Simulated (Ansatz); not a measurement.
Basis sets compared for the cluster GeCl₂⁻. Charge -1, multiplicity 2. Geometry PBE-D4/def2-TZVPD. Ansatz on 4 threads of Arm Neoverse V1 on a shared host; times are rough, and most runs start from earlier orbitals.

Cartesian coordinates in Å:
```
Ge 0.8996 -0.1436 0.4388
Cl -1.2389 0.0583 1.3939
Cl 0.3393 0.0853 -1.8328
```

At PBE-D4/def2-SVPD, PBE-D4/def2-TZVPD, PBE0-D4/def2-SVPD, PBE0-D4/def2-TZVPD the highest occupied level of the charge -1 doublet lies above zero (up to 1.19 eV). By energy differences its removal costs 1.71 eV (vertical, to the charge 0 singlet, at CCSD(T)/def2-TZVPPD). The structure comes from a short search, and lower isomers may exist.

```
            level  functions  energy (Eh)  HOMO (eV)  LUMO (eV)  wall time
 PBE-D4/def2-SVPD         92   -2996.3283       1.19       2.40      0.9 s
PBE0-D4/def2-SVPD         92   -2996.4526       0.14       3.21      1.4 s
```

**Question.** Estimate the rows for PBE-D4/def2-TZVPD, PBE0-D4/def2-TZVPD.

**Answer.** 
| level | functions | energy (Eh) | HOMO (eV) | LUMO (eV) | wall time |
| --- | --- | --- | --- | --- | --- |
| PBE-D4/def2-TZVPD | 146 | -2996.8932 | 1.15 | 2.34 | 1.6 s |
| PBE0-D4/def2-TZVPD | 146 | -2997.0142 | 0.14 | 3.13 | 2.5 s |
